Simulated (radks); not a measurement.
Results of a calculation; reference values are marked as such.
Valence configurations of S II (all share [Ne]). Code: a radial shooting solver on a logarithmic mesh with Libxc functionals. Model: non-relativistic Kohn-Sham, TPSS, spin-polarised, spherical densities, point nucleus; open shells are filled with parallel spins first; meta-GGA in the generalised Kohn-Sham scheme. Energies are relative to 3s2 3p3; eigenvalues in eV for spin up.

valence      E (eV)  moment (Bohr magnetons)    e(3p)    e(3s)
3s2 3p3       0.000                        3  -18.115  -29.196
3s1.5 3p3.5   5.340                        3  -18.467  -29.617
3s1 3p4      10.671                        3  -18.811  -30.027
3s0.5 3p4.5  17.844                        2  -18.712  -29.869
3p5          24.317                        1  -18.501        -

NIST lists [Ne] 3s2 3p3 as the ground configuration; this level of theory agrees among the configurations tried. The energies are those of spherical high-spin densities, not of single terms.
